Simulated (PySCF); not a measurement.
**Electronic absorption of C5H15GeN**

Species: C5H15GeN.
Atom-mapped SMILES: `[CH3:1][CH2:2][CH2:3][CH2:4][N:5]([CH3:6])[GeH3:7]` (hydrogens: H8, H9, H10 on C1; H11, H12 on C2; H13, H14 on C3; H15, H16 on C4; H17, H18, H19 on C6; H20, H21, H22 on Ge7)

The calculation used TDDFT PBE0/def2-SVPD, vertical, gas phase, core orbitals frozen in the response in PySCF. Isolated species at its PBE0-D3(BJ)/def2-SVP geometry (one conformer only). The PBE0/def2-SVPD calculation is non-relativistic and has no spin–orbit coupling, an omission that weighs most on germanium. Torsions of this conformer, `[CH3:1][CH2:2][CH2:3][CH2:4][N:5]([CH3:6])[GeH3:7]`: C1–C2–C3–C4 179°, C2–C3–C4–N5 174°, C3–C4–N5–C6 -172°.

```tsv
state	E (eV)	λ (nm)	ν̃ (cm⁻¹)	f	|μ| (D)	main configurations (H = HOMO, L = LUMO)
S1	5.43	228.2	43820	0.011	0.72	H→L (60%), H→L+1 (39%)
S2	5.57	222.4	44960	0.028	1.15	H→L+1 (59%), H→L (38%)
S3	6.18	200.8	49810	0.0074	0.56	H→L+4 (36%), H→L+3 (33%), H→L+2 (28%)
S4	6.25	198.4	50400	0.0063	0.51	H→L+3 (56%), H→L+2 (39%)
S5	6.44	192.5	51960	0.0081	0.58	H→L+4 (53%), H→L+2 (28%)
S6	6.65	186.3	53670	0.040	1.27	H→L+5 (95%)
S7	6.93	178.8	55930	0.0093	0.59	H→L+6 (85%)
S8	7.09	175.0	57160	0.034	1.13	H→L+7 (82%), H→L+8 (10%)
S9	7.31	169.6	58950	0.0017	0.25	H→L+8 (83%), H→L+7 (10%)
S10	7.64	162.4	61590	0.0027	0.30	H→L+9 (88%)
```

Triplets, Tamm–Dancoff:

```tsv
state	E (eV)	λ (nm)	main configurations (H = HOMO, L = LUMO)
T1	5.16	240.4	H→L+1 (88%)
T2	5.33	232.6	H→L (89%)
T3	6.07	204.4	H→L+3 (58%), H→L+4 (28%)
T4	6.12	202.5	H→L+2 (49%), H→L+4 (20%), H→L+3 (16%)
```

The lowest singlet comes at 228 nm (524 kJ/mol) in the ultraviolet; it is weak; its leading configuration is HOMO→LUMO (60%). The most intense listed level is S6 at 6.65 eV (186 nm, f = 0.040), 1.22 eV above S1. Löwdin shares by element: HOMO nitrogen 55%, carbon 18% or more, germanium 7% (atoms not listed hold the other 20%); LUMO germanium 37%, hydrogen 26% or more (atoms not listed hold the other 37%). Orbital energies (eV): HOMO-3 -9.36, HOMO-2 -9.16, HOMO-1 -9.02, HOMO -6.13, LUMO 0.39, LUMO+1 0.70, LUMO+2 0.98. The oscillator strengths of these states sum to 0.149; summed over the whole spectrum of an exact calculation they would give the number of electrons, 84 (Thomas–Reiche–Kuhn). The listed states span 2.20 eV, and the widest gap between neighbours is 0.60 eV (S2 to S3). The vertical ionisation energy (ΔSCF) is 7.91 eV, 0.27 eV above S10. The window holds the lowest 10 singlets.
